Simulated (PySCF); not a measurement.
## Beryllium: a sound run and one with changed settings

Sound run: Be⁺ [He] 2s1, Be²⁺ 1s2. Computed with PySCF 2.14 in cc-pVDZ (3s2p1d, 14 functions), with the non-relativistic Hamiltonian (point nucleus). The sound run starts from symmetry-adapted Hartree-Fock orbitals and uses a fine grid where one is needed.

Changed run: initial guess atom, at most 50 SCF cycles.

```csv
species,method,sound run (hartree),changed run (hartree),converged
Be⁺,UHF,-14.27544,-14.27544,yes
Be⁺,BP86,-14.32093,-14.32093,yes
Be⁺,PBE0,-14.30379,-14.30379,yes
Be²⁺,UHF,-13.61079,-13.61079,yes
Be²⁺,BP86,-13.64773,-13.64773,yes
Be²⁺,PBE0,-13.62773,-13.62773,yes
```

Here the plain start reaches the same solutions.
